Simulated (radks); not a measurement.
Values are calculated unless marked as measured or tabulated.
How relativity changes the ionisation of the xenon ion Xe9+ ([Kr] 4d9) to Xe10+ ([Kr] 4d8). Spin-unpolarised spherical Kohn-Sham, BLYP, point nucleus unless stated (finite: rms radius 4.7859 fm), a radial shooting solver on a logarithmic mesh with Libxc functionals. A level marked "c x" has the speed of light scaled by that factor and shares open shells by 2j + 1; other Dirac levels either fill j = l - 1/2 first or share by 2j + 1.

| level | E(Xe9+) (hartree) | E(Xe10+) (hartree) | IE (eV) | HOMO | <r> HOMO (bohr) |
|---|---|---|---|---|---|
| non-rel. | -7212.83144 | -7205.23933 | 206.59 | 4d | 0.8313 |
| scalar-rel. | -7425.70224 | -7418.16540 | 205.09 | 4d | 0.8345 |
| scalar-rel., finite nucleus | -7425.43833 | -7417.90147 | 205.09 | 4d | 0.8345 |
| Dirac, 2j+1 shares | -7428.66540 | -7421.12982 | 205.05 | 4d5/2 | 0.8381 |
| Dirac, low j first | -7428.69753 | -7421.19694 | 204.10 | 4d5/2 | 0.8382 |
| Dirac, 2j+1 shares, finite nucleus | -7428.40052 | -7420.86492 | 205.05 | 4d5/2 | 0.8381 |
| Dirac, c x 1.25 | -7347.00330 | -7339.44696 | 205.62 | 4d5/2 | 0.8356 |
| Dirac, c x 3 | -7235.20393 | -7227.61793 | 206.43 | 4d5/2 | 0.8320 |
| Dirac, c x 100 | -7212.85141 | -7205.25931 | 206.59 | 4d5/2 | 0.8313 |

NIST Atomic Spectra Database: 202 eV (theoretical). The relativistic part of the total energy of Xe9+ is -215.6 hartree (Dirac, 2j+1 shares, finite nucleus), 3 % of the non-relativistic value. Spin polarisation and multiplet splitting of open shells are left out at every level.

Beside tabulated values, note that relativity, absent from the non-relativistic runs, is large for the heavy elements, and spin-unpolarised runs miss the spin-polarisation part of the exchange energy of open shells.
